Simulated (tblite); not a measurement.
Compound: C₈H₈N (doublet state).
Cartesian coordinates in Å at the GFN2-xTB level; atoms count from 1:
```
atom  x, y, z in Å
C1    -2.629   -0.482   -0.252
C2    -1.562    0.127    0.567
C3    -0.957    1.302   -0.174
C4     0.345    1.079   -0.382
C5     0.716   -0.200    0.201
C6     2.114   -0.744    0.167
C7     2.970    0.076    0.989
N8     3.628    0.741    1.645
C9    -0.368   -0.760    0.757
H10   -3.646   -0.162   -0.148
H11   -2.362   -1.090   -1.094
H12   -1.965    0.462    1.529
H13   -1.543    2.142   -0.493
H14    1.041    1.730   -0.882
H15    2.505   -0.731   -0.856
H16    2.137   -1.769    0.545
H17   -0.431   -1.708    1.259
```

Computed with GFN2-xTB (tblite): harmonic, unscaled wavenumbers at the GFN2-xTB geometry, gas phase. This tight-binding method is rough: wavenumbers can miss measured ones by several per cent, in bad cases by 10 to 20. One conformer, not necessarily the lowest. Open shells enter through the occupations alone, without spin polarisation, and single modes of such species can be off by tens of per cent.

Harmonic wavenumbers (cm⁻¹): 26.5, 79.9, 100.0, 134.1, 198.1, 285.7, 340.3, 373.6, 458.5, 504.6, 521.4, 587.3, 677.9, 736.0, 777.1, 802.8, 864.6, 888.8, 904.6, 935.6, 974.2, 995.0, 1034.6, 1084.5, 1102.2, 1116.8, 1159.4, 1174.7, 1209.8, 1242.3, 1264.3, 1343.3, 1390.2, 1409.5, 1559.0, 1654.5, 2413.2, 2912.1, 2942.9, 2972.6, 3119.8, 3135.8, 3140.6, 3149.1, 3179.8.

A = 4766, B = 932.8, C = 865.1 MHz; mass 118.066 u (most abundant isotopes); point group C1, symmetry number 1; spin multiplicity 2.

Question: Zero-point energy?

Answer: ½Σν̃ = 28439 cm⁻¹ = 340.21 kJ/mol.

Question: What is S at 298.15 K and 1 bar for an ideal gas of classical rigid rotors and harmonic oscillators?

Answer: Translation 168.36, rotation 120.56, vibration 113.26, spin (R ln 2) 5.76: S = 407.9 J/(mol K).

Question: And Cp and H(298.15 K) − H(0)?

Answer: Cp = 149.23 J/(mol K), of which vibrations give 115.98 (their classical limit is 45 R = 374.2); H(298.15 K) − H(0) = 27.05 kJ/mol without the zero-point energy, 17.14 from vibrations.

Question: Blend soft modes into free rotors: weight 1/[1 + (100 cm⁻¹/ν̃)⁴] for the oscillator and the rest for a rotor with moment μB/(μ + B), μ = h/(8π²ν), B = 10⁻⁴⁴ kg m². What vibrational entropy results?

Answer: 101.41 J/(mol K) in place of 113.26, which changes −T·S at 298.15 K by +3.53 kJ/mol.

Question: What must be added to the electronic energy to get the Gibbs energy at 298.15 K and 1 bar?

Answer: ZPE + [H(298.15 K) − H(0)] − T·S = 340.21 + 27.05 − 121.63 = 245.63 kJ/mol.

Hindered rotation and anharmonicity are outside this model. Other conformers, if any are populated, would add a mixing term that is left out. The structure is chiral; the term R ln 2 for an equal mix with its mirror image is left out.
